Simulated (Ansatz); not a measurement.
# Molecular dynamics of C3H9BO

input.yaml

```yaml
crystal:
  periodic: [false, false, false]
  atoms:
    - { symbol: B, position_ang: [-1.514409, -2.031024, 0.89748] }
    - { symbol: C, position_ang: [-0.458703, -0.893668, 0.996558] }
    - { symbol: O, position_ang: [-0.263149, -0.186913, -0.261274] }
    - { symbol: C, position_ang: [0.73524, 0.87717, -0.159865] }
    - { symbol: C, position_ang: [0.843281, 1.53051, -1.529547] }
    - { symbol: H, position_ang: [-1.751082, -2.675013, 1.890977] }
    - { symbol: H, position_ang: [-2.089925, -2.278433, -0.129409] }
    - { symbol: H, position_ang: [0.505521, -1.329689, 1.368063] }
    - { symbol: H, position_ang: [-0.761891, -0.187554, 1.813046] }
    - { symbol: H, position_ang: [1.711195, 0.450088, 0.160679] }
    - { symbol: H, position_ang: [0.425264, 1.613701, 0.614114] }
    - { symbol: H, position_ang: [1.147267, 0.787523, -2.284942] }
    - { symbol: H, position_ang: [1.588618, 2.343956, -1.515101] }
    - { symbol: H, position_ang: [-0.130226, 1.949947, -1.831877] }
basis:
  gaussian: { orbitals: "6-31G" }
hamiltonian:
  xc: pbe
  dispersion: d4
md:
  timestep: 0.5
  n_steps: 150
  ensemble: nvt_nose_hoover
  temperature: 1000.0
  initial_velocities: maxwell_boltzmann
  seed: 290700
  nose_hoover: { tau: 20.0, chain_length: 1 }
scf:
  lower_state_search: "off"
```

Launched with:

```bash
$ ansatz run input.yaml --threads 1 --pin off --max-ram 2048MiB --backend cpu --events-out ev --progress --plain --runs-dir out
```

It starts from a relaxed structure.

Output, in part (step lines, the closing report, with atoms numbered from 0):

```
md step     0: t =     0.00 fs  T =  1000.0 K  F+E_penalty+E_count = -5970.50764670 eV  E_kin = 1.551120 eV  conserved = -5968.95652672 eV  (15 SCF iters)
[... lines left out ...]
Total energy: -5967.96666072 eV, -219.3187295483 hartree
Atom 0 at    -1.200852    -2.058748     0.561534 Å, force     0.756057     2.399369    -0.509699 eV/Å
Atom 1 at    -0.480559    -0.698879     1.280778 Å, force    -0.960403    -2.172498     0.976703 eV/Å
Atom 2 at    -0.479433    -0.113351    -0.069075 Å, force     0.305607     0.807830     0.114050 eV/Å
Atom 3 at     0.664008     0.822107    -0.154845 Å, force     0.019449     0.452411     0.765555 eV/Å
Atom 4 at     0.862639     1.339016    -1.668220 Å, force     2.344346    -0.909583     1.792360 eV/Å
Atom 5 at    -0.924126    -3.012189    -0.071947 Å, force     1.278212    -1.029124     0.634969 eV/Å
Atom 6 at    -2.178550    -1.716549    -0.002369 Å, force    -1.228179     0.448926     0.494301 eV/Å
Atom 7 at     0.556057    -0.661482     1.660242 Å, force     0.191667    -0.820042    -0.108677 eV/Å
Atom 8 at    -1.059123    -0.216593     2.144472 Å, force    -0.066301     0.084704    -1.387165 eV/Å
Atom 9 at     1.612365     0.401662     0.113575 Å, force     1.007867    -1.670812     0.110460 eV/Å
Atom 10 at     0.581025     1.440041     0.901110 Å, force    -0.410612     0.346465    -2.869355 eV/Å
Atom 11 at     0.410631     0.635055    -2.408581 Å, force    -0.758562     0.864196     0.602323 eV/Å
Atom 12 at     2.043111     1.167779    -1.977558 Å, force    -2.503070     1.075963     1.023334 eV/Å
Atom 13 at     0.552099     2.383394    -1.515328 Å, force     0.023923     0.122194    -1.639159 eV/Å
Dipole moment:     0.360640     0.207308     0.172620 e Å
```

The steps, from the saved trajectory:

```csv
time (fs),T (K),potential energy less start (eV),conserved less start (meV/atom)
0.0,1000,0.000,0.00
2.5,632,0.579,0.56
5.0,468,0.840,0.26
7.5,229,1.228,0.56
10.0,495,0.839,0.37
12.5,713,0.568,0.22
15.0,617,0.796,0.35
17.5,469,1.107,0.45
20.0,367,1.327,0.63
22.5,764,0.815,0.20
25.0,752,1.002,0.72
27.5,942,0.888,0.29
30.0,702,1.449,0.78
32.5,917,1.292,0.58
35.0,1100,1.257,0.42
37.5,967,1.702,0.86
40.0,1117,1.724,0.62
42.5,934,2.242,1.09
45.0,1382,1.804,0.69
47.5,1409,2.078,0.75
50.0,1358,2.412,0.93
52.5,1459,2.519,1.07
55.0,1521,2.646,1.22
57.5,2045,2.057,1.03
60.0,1818,2.574,0.83
62.5,1645,2.902,0.66
65.0,1536,3.098,1.31
67.5,1499,3.132,1.29
70.0,1940,2.367,0.72
72.5,1301,3.231,1.72
75.0,1644,2.541,0.61
```

The run went to its last step. The conserved energy stayed within 2.1 meV per atom of its start (net change 0.61 meV per atom), so the integration is sound. The mean temperature of the second half is 48 % above the set value. A run of 0.075 ps of so small a system gives no equilibrium averages. Limits of this set-up: no polarisation functions.

The same pairs are bonded in the first frame and the last. Pairs count as bonded within 1.25 times the sum of covalent radii (0.12 Å more for H–H).

Last frame:

```xyz
14
Properties=species:S:1:pos:R:3
B -1.201 -2.059 0.561
C -0.481 -0.699 1.281
O -0.479 -0.113 -0.069
C 0.664 0.822 -0.155
C 0.863 1.339 -1.668
H -0.924 -3.012 -0.072
H -2.179 -1.716 -0.002
H 0.556 -0.661 1.660
H -1.059 -0.217 2.144
H 1.612 0.402 0.114
H 0.581 1.440 0.901
H 0.411 0.635 -2.409
H 2.043 1.168 -1.978
H 0.552 2.383 -1.515
```

Time of the run: 5.4 min on 1 CPU thread of a shared host.
